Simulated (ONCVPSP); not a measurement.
## nickel (Ni): excitation energies, all-electron against ONCV

Ni, optimised norm-conserving Vanderbilt (ONCV), made with ONCVPSP 4.0.1 (PBE, scalar-relativistic). Core [Ne], reference 3s2 3p6 3d8 (charge +2). Waves: 3s: rc 1.05 bohr, ncon 4, nbas 8, qcut 14.4 1/bohr, 3 projectors, debl 2.9 Ha; 3p: rc 1.15 bohr, ncon 5, nbas 8, qcut 9.3 1/bohr, 3 projectors, debl 3.7 Ha; 3d: rc 0.95 bohr, ncon 4, nbas 9, qcut 17 1/bohr, local. Local part: the d channel. Core correction: none.

In the s channel the program set the typed energies aside and used -4.805, 0.250, 3.150 Ha.

Energies are relative to the spin-unpolarised reference configuration 3s2 3p6 3d8; without spin polarisation the order of configurations can differ from experiment.

```tsv
valence configuration	charge	ΔE all-electron (eV)	error AE − PS (meV)
3s2 3p6 3d8 4s2	0	-26.674	+3.7
3s2 3p6 3d8 4s1	+1	-17.351	+1.9
3s2 3p6 3d9 4s1	0	-28.270	-3.1
```

Question: What are ΔE and the potential's error for 3s2 3p6 3d7?

Answer: ΔE = 37.467 eV all-electron; the error (AE − PS) is -7.5 meV.
